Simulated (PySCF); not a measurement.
CH₄BeO₂, SMILES [Be]([OH])[O]C. Atoms are numbered in the order given.

```xyz
8

Be     0.3982     0.1229     0.6701
O      1.2148     0.3847     1.7962
H      2.0873     0.7352     1.9531
O     -0.4445    -0.1523    -0.4059
C     -1.0345    -0.3255    -1.6304
H     -1.1131     0.6280    -2.1853
H     -0.4649    -1.0315    -2.2631
H     -2.0575    -0.7300    -1.5256
```
Charge 0, spin multiplicity 1.

The structure is a stationary point at PBE0-D3(BJ)/def2-SVP. The values are those of a single conformer.

Calculation: B3LYP/pcJ-1 in PySCF.

Isotropic couplings with Fermi-contact, spin-dipole and both spin-orbit terms, one fixed conformer, no vibrational averaging. Isotopes: 13C, 1H.

Computed spin–spin coupling constants:
```json
[
 {"pair": "C5–H6", "bonds apart": "1", "J (Hz)": "144.3"},
 {"pair": "C5–H7", "bonds apart": "1", "J (Hz)": "144.3"},
 {"pair": "C5–H8", "bonds apart": "1", "J (Hz)": "146.1"},
 {"pair": "H6–H7", "bonds apart": "2", "J (Hz)": "-11.0"},
 {"pair": "H6–H8", "bonds apart": "2", "J (Hz)": "-11.6"},
 {"pair": "H7–H8", "bonds apart": "2", "J (Hz)": "-11.5"}
]
```
